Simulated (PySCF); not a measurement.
The calculation used core-valence-separated Tamm–Dancoff BHandHLYP/aug-pcX-1 (pcseg-1 on H, def2-SVPD on Cl, def2-SVPD on Si) in PySCF, non-relativistic, gas phase, PBE0-D3(BJ)/def2-SVP geometry. The energies are unshifted.

Main lines of an unknown, eV (oscillator strength): C K: 283.1 (0.051), 284.4 (0.063), 284.5 (0.074), 285.4 (0.008), 285.6 (0.008); O K: 533.3 (0.008), 533.5 (0.012), 534.2 (0.012), 535.1 (0.012), 535.1 (0.006). Listed: the first five lines at most of each edge with a tenth or more of its strongest line's intensity; roots within 0.03 eV on the same or equivalent atoms are summed. Only the lowest roots were sought, and the top ones are left out.

Task: Which candidate gives them?
A. `CO[C@@H]1C[C@@H]1[SiH2]Cl`
B. `C(Cl)[SiH2]OC(C)=C`
C. `ClC[C@@H]1CC[SiH2]O1`
D. `C=CC[Si@@H](O)CCl`

Result: B. 

- `C=C(C)O[SiH2]CCl`: C K: 283.1 (0.051), 284.4 (0.063), 284.5 (0.074), 285.4 (0.008), 285.6 (0.008); O K: 533.3 (0.008), 533.5 (0.012), 534.2 (0.012), 535.1 (0.012), 535.1 (0.006). First C line listed at 283.1 eV, hole on the terminal =CH2 carbon (1s→π*); first O line listed at 533.3 eV, hole on the silyl ether oxygen.
- `C=CC[Si@@H](O)CCl`: C K: 282.6 (0.056), 282.8 (0.065), 284.2 (0.063), 285.5 (0.009), 285.6 (0.009); O K: 532.2 (0.014), 533.7 (0.024), 534.1 (0.008), 534.2 (0.010), 534.4 (0.007). First C line listed at 282.6 eV, hole on the terminal =CH2 carbon (1s→π*); first O line listed at 532.2 eV, hole on the silanol oxygen.
- `ClC[C@@H]1CC[SiH2]O1`: C K: 284.9 (0.068), 285.3 (0.009), 285.6 (0.012), 285.8 (0.022), 285.8 (0.021); O K: 532.6 (0.005), 533.8 (0.036), 534.1 (0.011), 534.3 (0.008), 534.6 (0.007). First C line listed at 284.9 eV, hole on the sp3 C–Cl carbon; first O line listed at 532.6 eV, hole on the silyl ether oxygen.
- `CO[C@@H]1C[C@@H]1[SiH2]Cl`: C K: 285.7 (0.016), 285.9 (0.012), 286.1 (0.020), 286.3 (0.024), 286.4 (0.038); O K: 534.0 (0.009), 534.2 (0.010), 534.8 (0.016), 534.9 (0.010), 535.0 (0.003). First C line listed at 285.7 eV, hole on the sp3 carbon bound to silicon; first O line listed at 534.0 eV, hole on the ether oxygen.

One conformer each; other structures than these candidates weren't tested.

Conformer computed: `[CH2:1]=[C:2]([CH3:3])[O:4][SiH2:5][CH2:6][Cl:7]`: C1–C2–O4–Si5 -1°, C2–O4–Si5–C6 -179°, O4–Si5–C6–Cl7 -179°.
